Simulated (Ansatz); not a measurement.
Cs4H3, relaxed as a doublet with UKS PBE0-D4/def2-TZVP in Ansatz, starting from the GFN1-xTB geometry. Force threshold 0.02 eV/Å.

In the def2 sets Cs takes a core potential; there is no spin–orbit coupling. The relaxation made no stability test and no search for a lower SCF solution. Another isomer (doublet) lies 0.54 eV lower at PBE0-D4/def2-TZVP; other spin states weren't run for this one.

Start:

```tsv
atom	x (Å)	y (Å)	z (Å)
Cs1	0.409	-0.160	-0.262
Cs2	3.982	-1.561	-2.552
Cs3	-0.324	4.003	0.049
Cs4	-2.136	-3.038	1.528
H5	-1.393	-2.330	1.011
H6	-0.049	2.895	-0.087
H7	-0.487	0.191	0.312
```

| step | energy (eV) | largest force component (eV/Å) | SCF passes |
| --- | --- | --- | --- |
| 1 | -2201.9440 | 33.969 | 34 |
| 2 | -2227.5239 | 10.954 | 47 |
| 3 | -2235.3794 | 4.371 | 29 |
| 4 | -2237.9299 | 1.849 | 30 |
| 5 | -2238.8042 | 1.141 | 26 |
| 6 | -2239.3370 | 0.780 | 24 |
| 7 | -2239.7474 | 0.537 | 23 |
| 8 | -2240.1364 | 0.391 | 24 |
| 9 | -2240.4081 | 0.338 | 24 |
| 10 | -2240.6154 | 0.247 | 24 |
| 11 | -2240.7596 | 0.182 | 24 |
| 12 | -2240.8500 | 0.105 | 24 |
| 13 | -2240.9004 | 0.086 | 26 |
| 14 | -2240.9267 | 0.088 | 24 |
| 15 | -2240.9463 | 0.075 | 25 |
| 16 | -2240.9609 | 0.043 | 24 |
| 17 | -2240.9728 | 0.045 | 24 |
| 18 | -2240.9883 | 0.073 | 23 |
| 19 | -2241.0035 | 0.025 | 24 |
| 20 | -2241.0058 | 0.038 | 23 |
| 21 | -2241.0067 | 0.006 | 24 |
| 22 (rejected) | -2241.0063 | 0.030 | 24 |
| 23 | -2241.0068 | 0.007 | 15 |

Force components are those of the run's own axes.

End:

```csv
atom,x (Å),y (Å),z (Å)
Cs1,0.643,-0.251,-0.412
Cs2,5.436,-2.132,-3.484
Cs3,-1.435,3.445,0.802
Cs4,-2.782,-1.792,1.901
H5,-0.657,-2.621,0.539
H6,0.688,2.609,-0.559
H7,-1.894,0.742,1.214
```

Bonds formed: Cs3–H7, Cs4–H7 (atoms count from 1). Metal–metal contacts that move far: Cs3–Cs4 7.42 to 5.52 Å, Cs1–Cs2 4.47 to 6.00 Å.

The force fell under the threshold at step 21, but the optimiser went on. No frequencies were taken in this run, so the end may be a saddle point.

It took 98 s on 4 threads of Arm Neoverse V2 on a shared host.
